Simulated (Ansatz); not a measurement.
Geometry optimisation, RKS PBE0-D4/def2-SVP in Ansatz.

Input file:

```yaml
crystal:
  periodic: [false, false, false]
  atoms:
    - { symbol: "N", position_ang: [-1.1146, 1.034, 0.1943] }
    - { symbol: C, position_ang: [-0.0585, 0.1942, 0.5278] }
    - { symbol: O, position_ang: [-0.5246, -0.7512, 1.4475] }
    - { symbol: Ge, position_ang: [0.6486, -0.7039, -1.0832] }
    - { symbol: H, position_ang: [-0.7937, 1.8227, -0.4638] }
    - { symbol: H, position_ang: [-1.4791, 1.5728, 1.0561] }
    - { symbol: H, position_ang: [0.8083, 0.8009, 0.9594] }
    - { symbol: H, position_ang: [0.3616, -1.1808, 1.8054] }
    - { symbol: H, position_ang: [1.7554, -1.6365, -0.6691] }
    - { symbol: H, position_ang: [-0.5815, -1.5462, -1.6619] }
    - { symbol: H, position_ang: [1.0434, 0.3369, -2.0919] }
basis:
  gaussian: { orbitals: def2-SVP }
hamiltonian:
  xc: pbe0
  dispersion: d4
relax:
  f_tol: 0.015
  max_steps: 40
output:
  orbitals: {}
```

Run as:

```bash
$ ansatz run input.yaml --threads 2 --pin off --max-ram 3072MiB --backend cpu --events-out ev --progress --plain --runs-dir out
```

Task: Where does it end, and by what steps?

Result: It converged. After 7 steps the energy has fallen by 0.488 eV; H8 moved furthest, 0.15 Å.

```json
{"step": "0", "energy less start (eV)": "0.0000", "largest force component (eV/Å)": "3.694", "accepted": "yes"}
{"step": "1", "energy less start (eV)": "-0.4399", "largest force component (eV/Å)": "1.366", "accepted": "yes"}
{"step": "2", "energy less start (eV)": "-0.4808", "largest force component (eV/Å)": "0.302", "accepted": "yes"}
{"step": "3", "energy less start (eV)": "-0.4869", "largest force component (eV/Å)": "0.060", "accepted": "yes"}
{"step": "4", "energy less start (eV)": "-0.4877", "largest force component (eV/Å)": "0.041", "accepted": "yes"}
{"step": "5", "energy less start (eV)": "-0.4880", "largest force component (eV/Å)": "0.033", "accepted": "yes"}
{"step": "6", "energy less start (eV)": "-0.4882", "largest force component (eV/Å)": "0.018", "accepted": "yes"}
{"step": "7", "energy less start (eV)": "-0.4883", "largest force component (eV/Å)": "0.011", "accepted": "yes"}
```

```xyz
11
Properties=species:S:1:pos:R:3
N -1.124 1.073 0.223
C -0.018 0.219 0.545
O -0.504 -0.744 1.453
Ge 0.601 -0.696 -1.110
H -0.864 1.773 -0.467
H -1.450 1.559 1.059
H 0.847 0.750 1.011
H 0.251 -1.141 1.898
H 1.784 -1.614 -0.733
H -0.542 -1.546 -1.681
H 1.086 0.313 -2.177
```

Run time: 18 s on 2 threads of Intel(R) Xeon(R) 6975P-C (Granite Rapids), on a shared host, peak memory 0.28 GiB.
